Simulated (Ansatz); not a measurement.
HBr, triplet, at the geometry of the source list (a higher spin typed on purpose: for a closed-shell molecule this is an excited state). Base run: HF/cc-pVDZ (Ansatz, a quantum-chemistry and plane-wave program).

Geometry (Å):
```xyz
2

Br     0.7004     0.0000     0.0000
H     -0.7004     0.0000     0.0000
```
Charge 0, spin multiplicity 3.
Orbitals are unrestricted.
All else is at Ansatz's defaults.

Variants of this job, named by their change:

```json
[
 {"change": "base", "basis functions": "32", "E (Eh)": "-2572.74212"},
 {"change": "basis = STO-3G", "basis functions": "19", "E (Eh)": "-2544.90542"},
 {"change": "basis = 3-21G", "basis functions": "25", "E (Eh)": "-2560.38750"},
 {"change": "basis = pc-1", "basis functions": "32", "E (Eh)": "…"},
 {"change": "basis = def2-SV(P)", "basis functions": "34", "E (Eh)": "-2572.45023"},
 {"change": "basis = def2-SVP", "basis functions": "37", "E (Eh)": "-2572.45594"},
 {"change": "basis = 6-31G**", "basis functions": "40", "E (Eh)": "-2572.45621"},
 {"change": "basis = def2-SVPD", "basis functions": "…", "E (Eh)": "…"},
 {"change": "basis = 6-311G**", "basis functions": "…", "E (Eh)": "…"},
 {"change": "basis = def2-TZVP", "basis functions": "54", "E (Eh)": "-2572.77848"},
 {"change": "basis = cc-pVTZ", "basis functions": "57", "E (Eh)": "-2572.82719"},
 {"change": "basis = def2-TZVPD", "basis functions": "66", "E (Eh)": "-2572.78310"},
 {"change": "basis = aug-cc-pVTZ", "basis functions": "…", "E (Eh)": "…"}
]
```

Task: Complete the blanks.

Result: 
- basis = pc-1, E (Eh): -2572.64967
- basis = def2-SVPD, basis functions: 49
- basis = def2-SVPD, E (Eh): -2572.46604
- basis = 6-311G**, basis functions: 50
- basis = 6-311G**, E (Eh): -2572.73230
- basis = aug-cc-pVTZ, basis functions: 82
- basis = aug-cc-pVTZ, E (Eh): -2572.83115

Totals compare only among sets that treat the same electrons; sets with core potentials leave the core out.
